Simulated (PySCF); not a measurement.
CH₇BO₂Si, SMILES C[SiH2]B(O)O.

Geometry optimised at r2SCAN-D4/def2-SVP. The values are those of a single conformer.

Level of theory: r2SCAN-D4/def2-SVP (PySCF).

Frequencies are harmonic and unscaled.

Q: Give all harmonic wavenumbers and intensities. (An estimate is asked for; the answer gives what the named calculation found.)

A: 
```
mode  ν (cm⁻¹)  IR (km/mol)  Raman (Å⁴/amu)  depolarisation  moving atoms (share of kinetic energy)
----  --------  -----------  --------------  --------------  --------------------------------------
1           21          2.3             0.2            0.75         O 40 %, H 28 %, C 19 %, Si 13 %
2          105          2.0             0.5            0.74                  O 33 %, C 32 %, H 24 %
3          148          0.0             0.1            0.74                                  H 92 %
4          262          2.2             2.3            0.51   O 40 %, H 30 %, B 13 %, Si 9 %, C 8 %
5          334          1.8             2.7            0.42         H 46 %, O 22 %, B 18 %, Si 12 %
6          368         17.6             1.2            0.28                 O 34 %, Si 33 %, H 25 %
7          494          8.1             2.3            0.75                          H 73 %, B 19 %
8          527        150.3             1.3            0.75                           H 91 %, O 9 %
9          573         29.6            10.4            0.09         O 43 %, H 23 %, B 22 %, Si 10 %
10         628         82.3             2.9            0.75                           H 89 %, O 9 %
11         672          8.5            10.8            0.57                  H 68 %, C 16 %, B 10 %
12         689          2.7             9.2            0.54                  H 47 %, B 26 %, C 15 %
13         723         56.0             3.2            0.19                 H 41 %, Si 30 %, C 25 %
14         880        182.7             4.1            0.75                 H 76 %, C 12 %, Si 11 %
15         882         46.7             9.1            0.75                          H 79 %, C 16 %
16         936         68.4            19.3            0.75                                  H 96 %
17         996        150.2             3.6            0.61                          H 76 %, O 21 %
18        1020         77.7             3.4            0.75                          H 67 %, O 31 %
19        1251         13.3             0.5            0.05                          H 79 %, C 20 %
20        1299        235.0             2.8            0.50                  B 59 %, O 22 %, H 17 %
21        1409        186.2             0.8            0.74                   B 67 %, O 24 %, H 9 %
22        1431          5.6            13.8            0.75                                  H 95 %
23        1433         20.1            10.1            0.74                                  H 92 %
24        2168        140.3           107.1            0.52                                  H 96 %
25        2175        103.4           166.7            0.13                                  H 97 %
26        3040          5.3           134.0            0.00                                  H 97 %
27        3146          2.9            72.3            0.75                           H 91 %, C 9 %
28        3151          3.6            96.0            0.73                           H 91 %, C 9 %
29        3777         42.7           261.1            0.30                                  H 94 %
30        3873         81.6            60.2            0.25                                  H 94 %
```
